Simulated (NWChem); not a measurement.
System: GeHCl$_{3}$; SMILES [Cl][GeH]([Cl])[Cl]

```xyz
5

Ge     0.0000     0.0000     0.4360
Cl     0.5210     1.9329    -0.3120
Cl     1.4134    -1.4177    -0.3120
Cl    -1.9344    -0.5152    -0.3120
H      0.0000     0.0000     1.9624
```
Atoms are numbered in this order, from 1.

Computed with NWChem. Geometry: optimised at PBE0/def2-SVP. Total energies compare along this basis series because the functional is fixed.

```json
[
 {"level": "PBE/3-21G", "basis functions": "63", "energy (Ha)": "-3440.7072", "highest occupied level (eV)": "-8.21", "orbital gap (eV)": "5.42", "dipole (D)": "2.16"},
 {"level": "PBE/pcseg-1", "basis functions": "86", "energy (Ha)": "-3457.1767", "highest occupied level (eV)": "-8.05", "orbital gap (eV)": "5.40", "dipole (D)": "1.57"},
 {"level": "PBE/aug-pcseg-1", "basis functions": "126", "energy (Ha)": "-3457.1827", "highest occupied level (eV)": "-8.03", "orbital gap (eV)": "…", "dipole (D)": "1.44"},
 {"level": "PBE/pcseg-2", "basis functions": "159", "energy (Ha)": "-3457.5735", "highest occupied level (eV)": "-8.00", "orbital gap (eV)": "5.40", "dipole (D)": "1.46"},
 {"level": "PBE/def2-TZVPP", "basis functions": "188", "energy (Ha)": "-3457.4981", "highest occupied level (eV)": "-7.94", "orbital gap (eV)": "5.43", "dipole (D)": "1.39"}
]
```

Question: Some entries are withheld; supply them.

Answer: 
- PBE/aug-pcseg-1, orbital gap (eV): 5.33
